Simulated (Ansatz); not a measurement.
`CC(F)[SiH2][SiH3]` + `[OH][SnH3]` → `C[O][SnH3]` + `FC[SiH2][SiH3]`  (substitution at a C–C bond)

Program: Ansatz. Geometries: PBE0-D4/def2-TZVP. ΔE: electronic, gas phase. CCSD(T)/CBS is the MP2 limit (def2-TZVPP, def2-QZVPP) plus CCSD(T) − MP2 in def2-TZVPP, frozen cores. DFT in def2-TZVPP. B3LYP here is the variant with VWN-RPA as its local correlation; programs differ in this. Elements past krypton have def2 core potentials. For Sn outer-core shells are correlated without core-valence functions, which leaves a few kJ/mol of doubt a bond. Each species was taken in one conformer, which may not be the lowest.

```tsv
level	ΔE (kcal/mol)	difference from CCSD(T)/CBS
r2SCAN-D4	17.0	-0.3
B3LYP-D4	15.6	-1.7
ωB97X-V	16.3	-1.0
ωB97M-V	17.0	-0.3
B2PLYP	16.1	-1.2
r2SCAN	16.9	-0.4
PBE0	16.6	-0.7
HF/def2-TZVPP	14.3	-3.0
MP2/def2-TZVPP	18.0	0.7
SCS-MP2/def2-TZVPP	16.7	-0.6
CCSD/def2-TZVPP	16.6	-0.7
CCSD(T)/def2-TZVPP	16.9	-0.4
MP2/def2-QZVPP	18.2	0.9
SCS-MP2/def2-QZVPP	16.9	-0.4
HF/CBS(def2)	14.1	-3.2
CCSD/CBS(def2)	17.0	-0.3
CCSD(T)/CBS	17.3	0
```

Largest T1 diagnostic among the species: 0.014.

In def2-TZVPP, CCSD(T) changes the Hartree–Fock value by +2.6 kcal/mol (the triples alone add +0.3 kcal/mol) and MP2 by +3.7 kcal/mol.
